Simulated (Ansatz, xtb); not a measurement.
# C2H8BBrSi: which of two structures lies lower

Structure I: a singlet given by its coordinates. Structure II: `BC[Si@@H](C)Br`, a singlet. Both are isolated molecules in the gas phase, relaxed with r2SCAN-D4/def2-SVP; the shapes shown needn't be the lowest conformers.

I (Å):

```
atom    x (Å)    y (Å)    z (Å)
   C  -0.7674   0.5495  -2.3427
   C  -2.5748  -1.3359  -0.6790
   B   0.6669  -1.1130   0.2128
  Br   0.4108  -2.6105  -1.7615
  Si  -0.8248  -0.7670  -1.0151
   H   0.5152  -1.8650   1.1444
   H   1.7371  -0.5903   0.0185
   H  -1.3238   0.2428  -3.2426
   H  -1.2269   1.4789  -1.9644
   H   0.2709   0.7751  -2.6280
   H  -3.0986  -1.6078  -1.6092
   H  -2.5831  -2.2027  -0.0016
   H  -3.1445  -0.5218  -0.1986
```

Close contacts (Å): C1–Si5 1.87, C2–Si5 1.87, B3–Br4 2.49, B3–Si5 1.96, Br4–Si5 2.34, C1–H8 1.10, C1–H9 1.10, C1–H10 1.10, C2–H11 1.10, C2–H12 1.10, C2–H13 1.10, B3–H6 1.21, B3–H7 1.21.

II (Å):

```xyz
13

C    -1.6765    0.5301   -1.2900
C    -2.0402   -1.1720    1.2983
B    -1.1166   -0.6452   -2.1251
Br    1.0434   -0.0543    0.6364
Si   -1.1784    0.2871    0.5149
H    -0.1128   -0.5223   -2.7848
H    -1.6602   -1.7274   -2.0933
H    -2.7811    0.5287   -1.2209
H    -1.3162    1.5276   -1.5901
H    -1.4526    1.5413    1.2742
H    -1.7897   -2.1085    0.7771
H    -3.1342   -1.0372    1.2604
H    -1.7435   -1.2757    2.3534
```

Task: Estimate E(II) − E(I) at the level CCSD(T)/def2-SVP + ΔMP2/def2-TZVPP.

Result: Calculated at CCSD(T)/def2-SVP + ΔMP2/def2-TZVPP: E(II) − E(I) = −0.393 eV, so structure II lies lower.

The same difference at several levels:

```tsv
level	geometry	E(II) − E(I) (eV)	departure from the last row (eV)	job, with rough time for the two
r2SCAN-D4/def2-SVP	r2SCAN-D4/def2-SVP	−0.323	+0.069	optimisation, 2.5 min
HF/def2-SVP	r2SCAN-D4/def2-SVP	−0.694	−0.302	part of the CCSD(T) run
MP2/def2-SVP	r2SCAN-D4/def2-SVP	−0.488	−0.095	part of the CCSD(T) run
CCSD(T)/def2-SVP	r2SCAN-D4/def2-SVP	−0.453	−0.060	single point
CCSD(T)/def2-SVP + ΔMP2/def2-TZVPP	r2SCAN-D4/def2-SVP	−0.393		single point, 89 s
```

None of the levels shown reverses the order. The largest departure from CCSD(T)/def2-SVP + ΔMP2/def2-TZVPP is that of HF/def2-SVP, 0.302 eV. Levels run at GFN2-xTB geometries aren't shown. The last row adds to CCSD(T) the change of the MP2 difference between the two basis sets, here +0.060 eV.

With thermal terms from frequencies at re-optimised GFN2-xTB minima (ideal gas, soft modes damped towards free rotors, one conformer each, 298.15 K, 1 atm): the zero-point term adds −0.061 eV; ΔH is −0.465 and ΔG −0.420 eV.

The correlated steps freeze 17 core orbitals; the filled d shell of Br is correlated, in a basis made for valence electrons. Mirror images aren't counted in ΔG. Programs: Ansatz 0.2.0, xtb 6.7.1; the last row on 2 threads of AMD EPYC 7R43 64-Core Processor (Zen 3) on a shared host.
